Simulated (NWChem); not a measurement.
# C$_{4}$H$_{3}$F; SMILES C#C/C=C\F

```xyz
8

C      0.5414     2.2075     0.0000
C     -0.1240     1.1773     0.0000
C     -0.9249     0.0070     0.0000
C     -0.4477    -1.2587     0.0000
F      0.8561    -1.5410     0.0000
H      1.1364     3.1097     0.0000
H     -2.0224     0.1175     0.0000
H     -1.0876    -2.1564     0.0000
```
Atoms are numbered in this order, from 1.

Computed with NWChem. Coordinates come from a PBE-D3(BJ)/def2-SVP optimisation.

For level PW91/def2-SVP:

```
Item                         Value
---------------------------  -----
highest occupied level (eV)  -5.84
orbital gap (eV)              4.04
dipole (D)                    1.17
```

**Question.** How do the values read with level PW6B95/def2-SVP instead?

**Answer.** 
| Quantity | Value |
|---|---|
| highest occupied level (eV) | -7.03 |
| orbital gap (eV) | 6.24 |
| dipole (D) | 1.32 |
